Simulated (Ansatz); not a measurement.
Two structures, one formula

The two ends of one reaction step of AlNH4Cl2O, singlet (PBE0-D4/def2-TZVP).

A:

Al1  (-0.428, -0.606, 0.079)
N2  (-0.833, 1.138, -0.036)
Cl3  (-1.204, -1.924, -1.367)
Cl4  (-0.079, -1.381, 2.026)
H5  (1.463, 0.632, -0.452)
O6  (1.440, -0.340, -0.455)
H7  (-1.434, 1.478, -0.772)
H8  (-1.016, 1.672, 0.801)
H9  (2.091, -0.670, 0.176)
(Å)

B:

Al1  (0.041, -0.789, 0.117)
N2  (-0.548, 1.108, -0.067)
Cl3  (-1.161, -1.789, -1.320)
Cl4  (-0.467, -1.239, 2.130)
H5  (0.276, 1.657, -0.295)
O6  (1.676, -0.485, -0.260)
H7  (-1.230, 1.221, -0.810)
H8  (-0.949, 1.464, 0.796)
H9  (2.362, -1.148, -0.291)
(Å)

Ansatz 0.2.0; basis: def2-TZVPP; cores frozen in the correlated methods. B3LYP uses VWN-RPA correlation.

(1) Which structure is lower at CCSD(T), and by how much? (To be estimated.)

The T1 diagnostic stays at or below 0.009.

Results:

(1) By the calculation: B, by 95.5 kJ/mol (electronic energy, against the other). By their contacts, A is AlNH₄Cl₂O ([NH2][Al]([OH2])([Cl])[Cl]) and B is AlNH₄Cl₂O ([NH3][Al]([OH])([Cl])[Cl]).

All methods give the same order:

```csv
method,E(B) − E(A) (kJ/mol)
SPW92,-87.5
PBE-D4,-91.3
BLYP-D4,-94.3
r2SCAN-D4,-95.7
B97M-V,-96.0
PBE0-D4,-94.1
B3LYP-D4,-96.3
r2SCAN0-D4,-96.7
BHLYP-D4,-99.3
CAM-B3LYP-D4,-96.6
wB97X-V,-96.1
wB97M-V,-93.0
B2PLYP,-96.8
PBE-QIDH,-96.4
RPA on PBE,-95.1
HF,-103.4
MP2,-96.3
CCSD,-96.9
CCSD(T),-95.5
```

Labels in which every atom is bracketed show which atoms are joined, not bond orders.

For scale, one of the runs: CCSD(T)/def2-TZVPP, 244 basis functions (an equivalent command: `ansatz run in.yaml --threads 4`). Time: 2.3 min of wall clock on 4 CPU threads; the host was shared. Peak host memory: 4.6 GiB.
